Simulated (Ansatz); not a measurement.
Start from `C[SiH2]O[SiH2]Cl` and change one atom or group to get `C[SiH2]OB[SiH3]`.

Ansatz, PBE0-D4/def2-TZVP geometries, multiplicity 1. Each molecule was computed in one conformer, which needn't be the lowest.

| property | `C[SiH2]O[SiH2]Cl` |
| --- | --- |
| LUMO energy (PBE0/def2-TZVPP) / eV | 0.20 |
| HOMO energy (ωB97M-V/def2-TZVPP) / eV | -10.93 |
| HOMO–LUMO gap (B3LYP/def2-TZVPP) / eV | 8.46 |
| HOMO energy (PBE0/def2-TZVPP) / eV | -8.67 |
| size of the dipole moment (PBE/def2-TZVPP) / D | 0.87 |
| HOMO–LUMO gap (ωB97M-V/def2-TZVPP) / eV | 12.83 |

(1) What does the change do to each property? (Estimate.)

## Answers

(1) Ansatz gave: 
```csv
property,`C[SiH2]OB[SiH3]`,shift
LUMO energy (PBE0/def2-TZVPP) / eV,-1.17,-1.37
HOMO energy (ωB97M-V/def2-TZVPP) / eV,-9.69,1.24
HOMO–LUMO gap (B3LYP/def2-TZVPP) / eV,5.94,-2.52
HOMO energy (PBE0/def2-TZVPP) / eV,-7.49,1.18
size of the dipole moment (PBE/def2-TZVPP) / D,2.36,1.49
HOMO–LUMO gap (ωB97M-V/def2-TZVPP) / eV,10.45,-2.38
```

With PBE0 the HOMO rises by 1.18 eV and the LUMO falls by 1.37 eV, so the gap narrows by about 2.55 eV. PBE moves the HOMO by 1.05 eV and ωB97M-V by 1.24 eV. The zero-point energy changes by 46.2 kJ/mol with +6 modes. Dipoles are sizes alone; their direction can turn.

Positive LUMOs are unbound, so they and the gaps depend on the basis.

B3LYP here is the variant with VWN-RPA as its local correlation; programs differ in this.
